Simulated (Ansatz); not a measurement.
A nudged elastic band was laid between two geometries of FH + H5NOSi (10 atoms, charge 0, multiplicity 1).

All numbers below come from Ansatz 0.2.0, UKS PBE-D4/6-31G*.

```json
{
 "movable images": "5",
 "climbing image": "yes",
 "spring": "5.0 eV/Å²",
 "optimiser": "quadratic models (default)",
 "start path": "straight line",
 "force threshold": "0.05 eV/Å",
 "iteration limit": "60",
 "end points": "relaxed"
}
```

Initial state:

```xyz
10
Properties=species:S:1:pos:R:3
Si -0.354 0.259 -0.118
O 0.750 -0.856 0.579
H -0.559 -0.063 -1.564
H -1.547 0.086 0.753
N 0.122 1.919 -0.094
H -0.125 -2.303 0.383
F -0.814 -2.870 0.019
H 1.599 -0.918 0.098
H 0.692 2.319 -0.838
H 0.237 2.427 0.783
```

Final state:

```xyz
10
Properties=species:S:1:pos:R:3
Si -1.056 -0.135 -0.713
O 1.126 -0.389 1.799
H -1.542 -0.192 -2.127
H -2.157 0.018 0.284
N 0.034 1.187 -0.591
H 0.711 -1.080 1.237
F -0.368 -1.601 -0.374
H 2.070 -0.451 1.554
H 0.656 1.387 -1.375
H 0.527 1.257 0.307
```

Question: Which bonds break or form, and what moves?

Answer: Bonds broken: Si1–O2, H6–F7. Bonds formed: Si1–F7, O2–H6. FH + H5NOSi becomes FH4NSi + H2O.

Question: Give the energies along the band, and the barrier.

Answer: It converged. The highest image is number 2 of 0 to 6, 48.9 kJ/mol above the first end and 104.7 kJ/mol above the last; the last end lies 55.8 kJ/mol below the first. Another band between the same ends (5 images) ends at a top of the same energy, where a vibrational analysis finds 1 clearly imaginary mode. The orbitals were unrestricted but ended closed-shell.

```tsv
image	path coordinate (Å)	energy (kJ/mol)	Si1–O2 (Å)	H6–F7 (Å)	Si1–F7 (Å)
0	0.00	0.0	1.72	0.96	3.17
1	1.05	4.9	1.72	0.97	2.85
2	2.09	48.9	1.86	1.15	2.03
3	2.80	-8.8	2.20	1.61	1.72
4	3.52	-47.5	2.70	1.91	1.65
5	4.23	-53.9	3.14	1.99	1.65
6	4.94	-55.8	3.34	2.01	1.65
```

Question: What is the geometry of the highest image?

Answer: 
```xyz
10
Properties=species:S:1:pos:R:3
Si -0.560 -0.077 -0.162
O 0.677 -0.742 1.062
H -0.897 -0.207 -1.620
H -1.763 -0.039 0.723
N 0.348 1.416 -0.332
H 0.321 -1.799 0.529
F -0.454 -2.105 -0.264
H 1.562 -0.431 0.772
H 0.187 1.972 -1.173
H 0.580 2.012 0.465
```

Time of the run: 110 s on 2 threads of Intel(R) Xeon(R) Platinum 8375C CPU @ 2.90GHz (Ice Lake) (shared host), peak memory 0.17 GiB.
